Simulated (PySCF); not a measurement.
Computed with r2SCAN-D4/def2-TZVP run with PySCF. Isolated molecules, 0 K electronic values unless said otherwise. One relaxed conformer stands for a flexible species; it need not be the lowest. Delta-SCF ions had no search for a lower state. Excitations are Tamm–Dancoff values on a coarser integration grid. The basis has no diffuse functions, so Rydberg states are missing or too high.

Reference species (SMILES): `O[Si](=O)[SiH3]` (Si–Si–O–H torsion 0°) (neutral, multiplicity 1).

```json
{
 "T1 excitation (TDA)": "4.02 eV",
 "HOMO": "-6.84 eV",
 "vertical ionisation energy (Delta-SCF)": "9.98 eV",
 "LUMO": "-2.39 eV"
}
```

After one change: the T1 excitation (TDA) drops by 2.57 eV; the HOMO rises by 1.81 eV; the vertical ionisation energy (Delta-SCF) decreases by 2.37 eV; the LUMO drops by 0.11 eV.

Problem. Name the change that produced these shifts. The new species is one of these.
(A) `O/[SiH]=[SiH]\O` (H–O–Si–Si torsion 52°, Si–Si–O–H torsion -118°)
(B) `O=[SiH][SiH2]O` (O–Si–Si–O torsion 180°, Si–Si–O–H torsion 180°)
(C) `O[Si](O)=[SiH2]` (H–O–Si–Si torsion -19°, Si–Si–O–H torsion -165°)

Solution. A, `O/[SiH]=[SiH]\O` (H–O–Si–Si torsion 52°, Si–Si–O–H torsion -118°)
